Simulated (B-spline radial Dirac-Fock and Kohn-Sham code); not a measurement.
## C⁺: eigenvalues, ΔSCF and the reference

System: carbon as C⁺, [He] 2s2 2p1.

The density-functional columns are spherical, spin-unpolarised Dirac-Kohn-Sham results without Breit or QED terms: −ε is minus the orbital energy of the initial state and ΔSCF the difference of two total energies. The reference in the last column comes from Dirac-Fock (average of configuration) total-energy differences with a finite nucleus, the Breit interaction including its frequency dependence, and self-energy and vacuum-polarisation corrections. All numbers are from a radial finite-basis atomic code, in eV; a selection of levels is shown. The Kohn-Sham columns are given as differences from the reference.

```
level  LDA −ε − DF  LDA ΔSCF − DF  PBE −ε − DF  PBE ΔSCF − DF  Dirac-Fock
    K        -29.9           +4.4        -27.3           +7.3       315.7
   L1         -5.1           +1.9         -4.9           +2.1       30.66
 L2,3         -6.9           +0.2         -7.0           +0.1       24.04
```

For the outermost level NIST gives 24.38314 eV (measured); the differences from it are LDA −ε -7.26, LDA ΔSCF -0.12, PBE −ε -7.38, PBE ΔSCF -0.23, Dirac-Fock -0.34 eV. The computed values are configuration averages and the table refers to the lowest terms.
